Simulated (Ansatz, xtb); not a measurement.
**Two isomers of C5H10FP**

Structure a is `C[C@@H]1PCC[C@H]1F`, a singlet and structure b is `C[C@@H]1C[C@H](F)CP1`, a singlet. Both are isolated molecules in the gas phase, relaxed with r2SCAN-D4/def2-SVP, each in the lowest conformer that the search found.

Quicker runs give these differences E(b) − E(a): GFN2-xTB +0.05 kcal/mol; HF/STO-3G +0.65 kcal/mol (at GFN2-xTB geometries); r2SCAN-D4/def2-SVP//GFN2-xTB −0.54 kcal/mol.

Q: Estimate which is lower in electronic energy at CCSD(T)/def2-SVP + ΔMP2/def2-TZVPP, and by roughly how much.

A: Too close to call at this level: CCSD(T)/def2-SVP + ΔMP2/def2-TZVPP gives E(b) − E(a) = −0.04 kcal/mol.

The same difference at several levels:

| level | geometry | E(b) − E(a) (kcal/mol) | departure from the last row (kcal/mol) | job, with rough time for the two |
| --- | --- | --- | --- | --- |
| GFN2-xTB | GFN2-xTB | +0.05 | +0.08 | optimisation, 0.55 s |
| HF/STO-3G | GFN2-xTB | +0.65 | +0.69 | single point, 1.4 s |
| r2SCAN-D4/def2-SVP//GFN2-xTB | GFN2-xTB | −0.54 | −0.50 | single point, 6.8 s |
| r2SCAN-D4/def2-SVP | r2SCAN-D4/def2-SVP | −0.50 | −0.47 | optimisation, 91 s |
| HF/def2-SVP | r2SCAN-D4/def2-SVP | +0.32 | +0.36 | part of the CCSD(T) run |
| MP2/def2-SVP | r2SCAN-D4/def2-SVP | −0.51 | −0.48 | part of the CCSD(T) run |
| CCSD(T)/def2-SVP | r2SCAN-D4/def2-SVP | −0.45 | −0.41 | single point |
| CCSD(T)/def2-SVP + ΔMP2/def2-TZVPP | r2SCAN-D4/def2-SVP | −0.04 |  | single point, 2.6 min |

As drawn, both hold the same kinds of bond in the same numbers.

The largest departure from CCSD(T)/def2-SVP + ΔMP2/def2-TZVPP is that of HF/STO-3G, 0.69 kcal/mol. The last row adds to CCSD(T) the change of the MP2 difference between the two basis sets, here +0.41 kcal/mol.

With thermal terms from frequencies at re-optimised GFN2-xTB minima (ideal gas, soft modes damped towards free rotors, one conformer each, 298.15 K, 1 atm): the zero-point term adds +0.19 kcal/mol; ΔH is 0.00 and ΔG +0.39 kcal/mol.

The correlated steps freeze 11 core orbitals. Run with Ansatz 0.2.0, xtb 6.7.1; the last row on 2 threads of Intel(R) Xeon(R) Processor @ 2.70GHz on a shared host.
